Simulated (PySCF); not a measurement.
# Broadened absorption spectrum of C5H11NSi

C5H11NSi.
Atom-mapped SMILES: `[CH:1]#[C:2][CH2:3][C@@H:4]([CH3:5])[NH:6][SiH3:7]` (hydrogens: H8 on C1; H9, H10 on C3; H11 on C4; H12, H13, H14 on C5; H15 on N6; H16, H17, H18 on Si7)

Method used: TDDFT wB97X-D/def2-SVPD, vertical, gas phase, core orbitals frozen in the response (PySCF). Geometry: GFN2-xTB, one conformer, isolated molecule. Torsions of this conformer, `[CH:1]#[C:2][CH2:3][C@@H:4]([CH3:5])[NH:6][SiH3:7]`: C2–C3–C4–C5 -66°, C3–C4–N6–Si7 82°.

Broadening: Gaussians 0.3 eV wide at half height, area fixed by f = 4.319×10⁻⁹ ∫ε dν̃. The cross-section is σ = 3.8235×10⁻²¹ ε cm², given in Mb (10⁻¹⁸ cm²). The width is an assumption, not a result. The curve ends short of the highest state used, and states not computed would add to its high-energy end.

```
λ (nm)  σ (Mb)
 175.8    2.77
 177.5    2.82
 179.2    2.57
 180.9    1.89
 182.5    1.17
 184.2    0.61
 185.9    0.30
 187.6    0.18
 189.3    0.22
 191.0    0.48
 192.7    1.05
 194.3    1.87
 196.0    2.85
 197.7    3.60
 199.4    3.79
 201.1    3.36
 202.8    2.53
 204.4    1.68
 206.1    0.94
 207.8    0.46
 209.5    0.19
 211.2    0.07
 212.9    0.02
 214.6    0.01
```

Question: Where are the band maxima, and which computed states make them?

Answer: 199 nm (6.23 eV), ε about 1000, made up of S1 (100%); 177 nm (6.99 eV), ε about 740, made up of S3 (32%) and S4 (60%) (ε in L mol⁻¹ cm⁻¹; maxima over ε = 5, shares over 10%). At its high-energy end, 7.05 eV, the curve is still rising (ε about 720, from S3, S4 and S6). The states used: S1 6.23 eV (f 0.011); S2 6.70 eV (f 0.0003); S3 6.95 eV (f 0.0027); S4 6.97 eV (f 0.0050); S5 7.15 eV (f 0.0005); S6 7.36 eV (f 0.024); S7 7.41 eV (f 0.018); S8 7.65 eV (f 0.0079).

Question: Coming from long wavelengths, where does ε first pass 100 L mol⁻¹ cm⁻¹?

Answer: At about 208 nm (5.96 eV), 0.27 eV below S1.

Question: On this curve, what absorbance would a 10⁻⁴ mol/L sample give at 193 nm over a 1 cm path?

Answer: 193 nm is 6.424 eV, where ε is about 310 L mol⁻¹ cm⁻¹, so A = ε c l ≈ 0.031 (Beer–Lambert, with the gas-phase spectrum and the assumed width).

Question: What would ε be at 6.23 eV, the highest of these maxima, with half the width (0.15 eV)?

Answer: About 1990 L mol⁻¹ cm⁻¹ against 995, a factor of about 2.00; a lone state at its own centre would give exactly 2.

On one thread, Arm Neoverse N1 (aarch64), no GPU, shared host, this took 97 s wall and 1.0 GiB of memory at its peak.
